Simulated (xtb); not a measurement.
SiHCl3, SMILES Cl[SiH](Cl)Cl. All values are semi-empirical tight-binding results from xtb (GFN2-xTB unless named), good for trends rather than for accurate numbers. The structure is a stationary point at GFN2-xTB. The isomer is the one that the SMILES or the coordinates give; other isomers of the formula were not compared.

Computed properties:
```
Property                                         Result
---------------------------------------  --------------
point group as xtb finds it                         C3v
orbital gap                                     6.66 eV
dipole moment                                    1.23 D
zero-point energy                          7.9 kcal/mol
G − E(el) at 298.15 K (modified RRHO)    -10.9 kcal/mol
static polarisability (D4 model)             71.1 bohr³
solvation energy, GFN2-xTB/ALPB(water)    -0.6 kcal/mol
solvation energy, GFN2-xTB/ALPB(hexane)   -3.7 kcal/mol
```
